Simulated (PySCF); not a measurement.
# Relaxation of sextet FeF3

All numbers come from UPBE0 in PySCF with Fe def2-SVP, F def2-SVP; no relativity; density-fitted integrals. A (50,194) grid was used.

A hand-made trigonal planar start, of D3h symmetry, held to at least that symmetry:

```xyz
4
charge 0 multiplicity 6, angstrom
Fe    0.0000    0.0000    0.0000
F     1.8000    0.0000    0.0000
F    -0.9000    1.5588    0.0000
F    -0.9000   -1.5588    0.0000
```

What does it relax to?

It ends at D3h with Fe–F 1.748 Å (×3); F–Fe–F 120.0° (×3) (after a last refinement on a finer grid). A frequency run shows a minimum. Other isomers or separated fragments may lie lower.

How much energy is released, and in how many steps?

10.7 kJ/mol in 3 steps.

Open d and f shells are described by one determinant, and the ground state may have another occupation or spin.

The relaxation took roughly 16 core-seconds on a shared host.
